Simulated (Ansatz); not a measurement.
Reactions of C₂H₅BrOSi (`Br[SiH]1CCO1`).

Program: Ansatz. Geometries: PBE0-D4/def2-TZVP. ΔE: electronic, gas phase. CCSD(T)/CBS is the MP2 limit (def2-TZVPP, def2-QZVPP) plus CCSD(T) − MP2 in def2-TZVPP, frozen cores. This one scheme is used for every species, atoms too. Functionals use def2-TZVPP. B3LYP here is the variant with VWN-RPA as its local correlation; programs differ in this. Open shells (•) are unrestricted, without spin–orbit coupling. Spin–orbit coupling would lower the free atoms: a little for C, O, Si; clearly for Br. For Br outer-core shells are correlated without core-valence functions, so the limit isn't a true one: a few kJ/mol of doubt a bond, and 10 to 20 or more in all where bonds break to atoms. Scalar relativity is left out up to krypton. Each species was taken in one conformer, which may not be the lowest.

```json
{"reaction": "`Br[SiH]1CCO1` → Br• + 2 C• + 5 H• + O• + Si•", "MP2/CBS(def2) (eV)": "40.38", "B3LYP-D4 (eV)": "39.18", "PBE-D4 (eV)": "40.16", "B2PLYP (eV)": "38.88", "CCSD(T)/CBS(def2) (eV)": "39.51"}
{"reaction": "`Br[SiH]1CCO1` + H₂O → `O[SiH]1CCO1` + HBr", "MP2/CBS(def2) (eV)": "-0.01", "B3LYP-D4 (eV)": "-0.12", "PBE-D4 (eV)": "-0.03", "B2PLYP (eV)": "-0.15", "CCSD(T)/CBS(def2) (eV)": "-0.06"}
{"reaction": "`Br[SiH]1CCO1` + H₂ → `C1C[SiH2]O1` + HBr", "MP2/CBS(def2) (eV)": "1.10", "B3LYP-D4 (eV)": "0.94", "PBE-D4 (eV)": "0.99", "B2PLYP (eV)": "0.91", "CCSD(T)/CBS(def2) (eV)": "0.98"}
{"reaction": "`Br[SiH]1CCO1` + H₂S → `S[SiH]1CCO1` + HBr", "MP2/CBS(def2) (eV)": "0.43", "B3LYP-D4 (eV)": "0.38", "PBE-D4 (eV)": "0.34", "B2PLYP (eV)": "0.40", "CCSD(T)/CBS(def2) (eV)": "0.41"}
{"reaction": "`Br[SiH]1CCO1` + CH₄ → `C[SiH]1CCO1` + HBr", "MP2/CBS(def2) (eV)": "1.21", "B3LYP-D4 (eV)": "1.13", "PBE-D4 (eV)": "1.12", "B2PLYP (eV)": "1.14", "CCSD(T)/CBS(def2) (eV)": "1.14"}
{"reaction": "`Br[SiH]1CCO1` + HCl → `Cl[SiH]1CCO1` + HBr", "MP2/CBS(def2) (eV)": "-0.01", "B3LYP-D4 (eV)": "-0.06", "PBE-D4 (eV)": "-0.04", "B2PLYP (eV)": "-0.06", "CCSD(T)/CBS(def2) (eV)": "-0.03"}
```

Largest T1 diagnostic: 0.012, for `S[SiH]1CCO1`.
